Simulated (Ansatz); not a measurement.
C3H9ClSi (SMILES CC[SiH](C)Cl), singlet, geometry from GFN2-xTB; CASSCF(6,4)/STO-3G (Ansatz, a quantum-chemistry and plane-wave program).

Here is a job for Ansatz.
Ansatz 0.2 input:
```yaml
crystal:
  periodic: [false, false, false]
  atoms:
    - {symbol: Si, position_ang: [0.18805178, 0.14938898, 0.41076206]}
    - {symbol: C, position_ang: [1.31008883, -1.37267565, 0.59565501]}
    - {symbol: Cl, position_ang: [1.08817471, 1.47162341, -0.84277743]}
    - {symbol: C, position_ang: [-1.49683372, -0.32510708, -0.34348433]}
    - {symbol: C, position_ang: [-2.28969966, -1.30578275, 0.51550065]}
    - {symbol: H, position_ang: [0.00964196, 0.82354719, 1.70076053]}
    - {symbol: H, position_ang: [0.89822633, -2.08261942, 1.30618049]}
    - {symbol: H, position_ang: [2.29834354, -1.09164835, 0.94856202]}
    - {symbol: H, position_ang: [1.43790699, -1.89002815, -0.35214387]}
    - {symbol: H, position_ang: [-2.09629162, 0.57488131, -0.49504670]}
    - {symbol: H, position_ang: [-1.35081853, -0.76226769, -1.33408605]}
    - {symbol: H, position_ang: [-3.24930679, -1.53304441, 0.05488717]}
    - {symbol: H, position_ang: [-2.47661278, -0.88852937, 1.50199760]}
    - {symbol: H, position_ang: [-1.74411705, -2.23794214, 0.63940803]}
basis:
  gaussian:
    orbitals: STO-3G
hamiltonian:
  xc: hf
magnetization: {spin_polarized: false}
correlation: {active_space: {window: {electrons: 6, orbitals: 4}}}
```

The log (banner, timings and long lists left out):

```
Functional definition: HF
533 factors; integrals over basis functions are off by at most 3.5e-5 eV
mean field evaluation 1: about -23338.9637 eV, gradient 1.6e1 eV
mean field evaluation 2: about -23339.1452 eV, gradient 1.6e1 eV
mean field evaluation 4: about -23340.4092 eV, gradient 7.3e-1 eV
mean field evaluation 8: about -23340.4118 eV, gradient 1.4e-6 eV
mean field -23340.41175327 eV, -857.7443112333 hartree, gradient 3.0e-6 eV, S^2 0.000000; 0 other end points of the search recorded, 0 dependent functions left out
reference -23340.41175327 eV, -857.7443112333 hartree; 29, 29 occupied and 13, 13 virtual orbitals, 533 factors
state -23340.78957796 eV, -857.7581960348 hartree
Total energy: -23340.78957796 eV, -857.7581960348 hartree
```
